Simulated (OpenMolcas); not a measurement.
Cr4+ with 6 ligands (sulfide) in octahedral coordination (Oh). A charge of +1.33 e stands 2.8 Å behind each ligand. Ligand basis ANO-RCC-VDZP.

```
Program             : OpenMolcas 26.06
Method              : SS-CASPT2, IPEA 0.25 Eh, imaginary shift 0.1 Eh (closed shells correlated: 3s 3p and the ligand valence shells)
Basis               : ANO-RCC-VTZP [6s5p3d2f1g]
Scalar Hamiltonian  : DKH2, point nucleus
Active space        : 2 electrons in 5 orbitals (3d)
State averaging     : 2S+1 = 3 even, 10 roots; 2S+1 = 1 even, 15 roots
Spin-orbit coupling : RASSI with atomic mean-field integrals over the reference wave functions
```

All ligands move together. At R = 2.26 Å the first state of the same spin is 18040 cm-1, and at R = 2.33 Å it is 17690 cm-1.

A third run gives 17330 cm-1. What distance was it run at?

With a power law R^-n the two known points give n = -ln(17690 / 18040) / ln(2.33 / 2.26) = 0.64. Then R = 2.26 × (18040 / 17330)^(1/0.64) = 2.406 Å. The run was at 2.43 Å, so the estimate is off by -0.024 Å.

Roots that are degenerate in the reference are averaged as groups; the widest CASPT2 spread within a group is 760 cm-1 (the 2-fold group of multiplicity 1 near 37500 cm-1 above the lowest state of its run, R = 2.43). Shifts and gaps below about the spread of the groups concerned are not significant. Over all roots computed the reference weight is 0.51 to 0.54 in R = 2.26, 0.51 to 0.54 in R = 2.33, 0.50 to 0.54 in R = 2.43; a low but even weight reflects the number of correlated electrons. An orbital triplet at a regular site is open to Jahn-Teller coupling, which can distort the site and quench the lowest spin-orbit gaps and is left out. The sulfide ions are held by bare point charges, a crude embedding. Ligand-to-metal charge-transfer states are missing. This ion would oxidise such ligands; the complex is a model and need not exist. With no ligand orbital active B as a rule stays too high, so bands that hang on it stand too high and its fall with covalency is understated. With one d shell and no ligand orbital active, 10Dq can be off by a tenth or more. The least metal-like active orbital is 69 % on the metal (Löwdin) and no ligand orbital is active, so the numbers are rough (holds for R = 2.26). The least metal-like active orbital is 71 % on the metal (Löwdin) and no ligand orbital is active, so the numbers are rough (holds for R = 2.33). The least metal-like active orbital is 72 % on the metal (Löwdin) and no ligand orbital is active, so the numbers are rough (holds for R = 2.43). No measured value stands beside these numbers; the geometry was imposed, not optimised, and the real ion may take another.
